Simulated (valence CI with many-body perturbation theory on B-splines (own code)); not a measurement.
Results of a calculation; reference values are marked as such.
# Energy levels of Bi70+

Method: configuration interaction combined with many-body perturbation theory (CI+MBPT): three valence electrons over a frozen Dirac-Fock core [Ne], a basis of 11 s, 11 p, 10 d, 8 f, 5 g, 2 h functions for each j, with the one-electron correlation potential Σ1, the two-electron term Σ2, the three-electron term Σ3, Breit, model QED; selected CI, second order for the rest, scaled by the run's own slope (own B-spline code, finite nucleus).

The last digits are not significant, and no measured levels were compared; by estimate large intervals hold to a few tenths of a per cent, small ones and those within an open d or f shell to about a per cent.

Levels 136 to 156 of 156, with energies above the lowest level, (3s^2 3p1/2) J=1/2. "Leading %" is the weight of the configuration and term that name the level; weights of strongly mixed levels are sums over their largest components and can fall short, so below about 35 % the name and the second component can differ from the true leading terms, or belong to a minority configuration. In the jj column 3d3/2^4 stands for four electrons in 3d with j = 3/2.

```
No.  Configuration  Term     J  E (Ry)  Leading %              Leading jj      g
136            3d3    2D   5/2  237.53         49    3d3/2^2 3d5/2 (98 %)  1.202
137            3d3    4F   7/2  244.29         71   3d3/2 3d5/2^2 (100 %)  1.124
138            3d3    4F   9/2  244.67         48    3d3/2 3d5/2^2 (99 %)  1.122
139            3d3    4P   3/2  245.35         40   3d3/2 3d5/2^2 (100 %)  1.092
140            3d3    2H  11/2  245.42        100   3d3/2 3d5/2^2 (100 %)  1.074
141            3d3    2P   1/2  245.64         56   3d3/2 3d5/2^2 (100 %)  1.528
142            3d3    4P   5/2  245.65         44    3d3/2 3d5/2^2 (98 %)  1.313
143            3d3    2F   7/2  246.46         76    3d3/2 3d5/2^2 (99 %)  1.073
144            3d3    2F   5/2  246.56         46    3d3/2 3d5/2^2 (99 %)  1.073
145            3d3    2D   3/2  248.63         83    3d3/2 3d5/2^2 (98 %)  0.849
146            3d3    2G   9/2  254.90         48          3d5/2^3 (99 %)  1.165
147            3d3    2P   3/2  256.36         45          3d5/2^3 (99 %)  1.155
148            3d3    2D   5/2  257.32         58          3d5/2^3 (98 %)  1.166
149         3s2 4s    2S   1/2  295.90         99          3s^2 4s (99 %)  1.989
150         3s2 4p   2P°   1/2  302.54         98       3s^2 4p1/2 (98 %)  0.660
151       3s 3p 4s   4P°   1/2  308.55         85      3s 3p1/2 4s (99 %)  2.349
152       3s 3p 4s   4P°   3/2  309.71         59      3s 3p1/2 4s (99 %)  1.549
153       3s 3p 4s   2P°   1/2  310.77         94      3s 3p1/2 4s (99 %)  0.745
154       3s 3p 4p    4D   1/2  314.69         71  3s 3p1/2 4p1/2 (100 %)  0.289
155       3s 3p 4p    4D   3/2  315.88         39   3s 3p1/2 4p1/2 (99 %)  1.104
156       3s 3p 4p    4P   1/2  317.26         46   3s 3p1/2 4p1/2 (99 %)  1.930
```
